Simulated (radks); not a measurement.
Kinetic energies: the exact non-interacting value of the Kohn-Sham orbitals and orbital-free approximations, in hartree. Species: K [Ar] 4s1; Zn2+ [Ar] 3d10. Method: non-relativistic Kohn-Sham, exchange-only LDA, spin-polarised, spherical densities, point nucleus; computed with a radial shooting solver on a logarithmic mesh with Libxc functionals. Every spin shell is full or empty, so the densities are truly spherical. Functionals are evaluated on that one density, not self-consistently.

functional            K     Zn2+
exact           596.711  1772.95
Thomas-Fermi     554.93   1660.0
von Weizsacker   342.62   874.45
TF + vW          897.54   2534.5
TF + vW/9        593.00   1757.2
TF + vW/5        623.45   1834.9
LC94             597.35   1770.7
APBEK            598.06   1772.3
revAPBEK         599.97   1776.5
Perdew 92        593.07   1757.4
Thakkar          595.70   1762.8
Pearson          588.25   1749.6
LKT              766.22   2186.3
PG1              733.02   2100.3
DePristo-Kress   596.93   1769.1
Ernzerhof        596.22   1764.1
